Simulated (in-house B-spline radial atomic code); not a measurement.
## Ionising As²⁺ with different functionals

Computed with a B-spline radial code for spherical atoms: scalar-relativistic (spin-free X2C) Hamiltonian, Fermi nucleus of rms radius 4.0968 fm, spin-polarised at highest spin, spherical fractional occupations for the functionals, and exact exchange of hybrids averaged over the configuration. The ionisation energy is the difference of two self-consistent energies, [Ar] 3d10 4s2 4p1 → [Ar] 3d10 4s2, without Breit or QED terms; ε is the level of the shell that loses the electron (its least bound occupied spin orbital). There is no spin-orbit coupling in this Hamiltonian.

| method | rung | ΔSCF (eV) | -ε(4p) (eV) |
| --- | --- | --- | --- |
| PBE0 | global hybrid | 28.03 | 24.50 |
| B3LYP | global hybrid | 28.18 | 24.28 |
| TPSSh | global hybrid | 27.96 | 23.74 |
| BHandHLYP | global hybrid | 28.05 | 25.67 |
| r2SCAN0 | global hybrid | 28.06 | 24.65 |
| B97-1 | global hybrid | 27.88 | 24.12 |
| HSE06 | range-separated hybrid | 28.08 | 24.09 |
| wB97X | range-separated hybrid | 28.00 | 26.85 |
| CAM-B3LYP | range-separated hybrid | 28.25 | 26.00 |
| LC-wPBE | range-separated hybrid | 28.23 | 27.52 |

(1) Among the functionals, which spreads more, the ΔSCF values or the orbital energies?

(2) How do they compare with the NIST value?

Results:

(1) The orbital energies: ΔSCF values span about 0.37 eV and the orbital energies 3.78 eV; here energy differences depend much less on the functional than eigenvalues do.

(2) NIST lists 28.35 eV ± 0.012 (measured, ground level to ground level). Errors run from -0.47 to -0.10 eV; CAM-B3LYP is closest (-0.10 eV), but part of that can be cancellation, since the calculations leave out spin-orbit coupling, Breit-QED terms, multiplet and fine-structure energies.
